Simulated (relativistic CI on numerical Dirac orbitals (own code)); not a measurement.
Calculated at this level of theory: Dirac-Coulomb-Breit CI, separate exchange-only KLI orbitals for each configuration, model QED, unscaled Slater integrals (own radial code, finite nucleus).

The strongest absorption lines from the ground level of an ion, among the configurations computed and to levels below about 649 eV (vacuum wavelength in Å, gf): 26.046 (0.82), 33.344 (0.041), 33.389 (0.058), 36.384 (0.15), 37.181 (0.78), 38.012 (0.58), 38.442 (0.59), 39.156 (0.22).

Which ion is it?
A. Sm XLII
B. Dy XLVI
C. Yb L
D. W LIV

B. Dy XLVI has 21 electrons and the ground level 3s²3p⁶3d³ ⁴F3/2; the strongest line goes to 3s²3p⁵3d⁴ ⁴D°1/2. The pattern of lines fixes the number of electrons, and along that sequence the line energies rise steadily with the charge (about as its square where n changes within one kind of shell, about linearly where n is kept but much faster in heavy ions where fine structure, which grows about as Z⁴, sets the gap, and irregularly where shells cross), which fixes Z. Configurations outside the model, such as inner-shell arrays, can give stronger lines. At this charge energies of transitions that change n are usually good to better than 1 %, and those within a shell (Δn = 0) to a few per cent.

LS names give the leading component of a level, which can be under half, so a name can repeat, a term be missing and a line seem to break the LS rules.
